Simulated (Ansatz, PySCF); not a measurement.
C$_{2}$H$_{2}$, charge +1, doublet, geometry from GFN2-xTB (a state made from the parent by changing its charge; the spin is typed, not shown lowest). Base run: R2SCAN/6-311G** (PySCF).

PySCF was given this input:
```python
from pyscf import gto, scf, dft

mol = gto.Mole()
mol.atom = '''
    C    -0.564234    0.088603   -0.223175
    C     0.586430   -0.102227    0.147197
    H    -1.630514    0.300239   -0.275456
    H     1.497337   -0.218495    0.731325
'''
mol.basis = '6-311g**'
mol.charge = 1
mol.spin = 1
mol.verbose = 4
mol.build()

mf = dft.UKS(mol)
mf.xc = 'r2scan'
mf.kernel()
```

The same geometry, method and basis name were run in Ansatz (an electronic-structure program) and PySCF, at each program's defaults and at the settings that a row names. The base is PySCF at its defaults. Differences at the defaults can come from grids, fitting, cores and function types together.

```csv
code and settings,ΔE vs base (µEh),basis functions,E (Eh),SCF cycles
"PySCF, defaults (exact integrals, its default grid, spherical functions)",0.0,48,-76.88061,10
"Ansatz, defaults (factorised integrals, its default grid, spherical functions)",-11.9,48,-76.88062,-
"PySCF, density fitting with def2-universal-jkfit",-35.2,48,-76.88064,10
"PySCF, fine grid",-13.5,48,-76.88062,10
"Ansatz, high accuracy",-11.0,48,-76.88062,-
```

Open shells are given as the SCF converged; they aren't shown to be the lowest states, and a large step between rows can be another state.
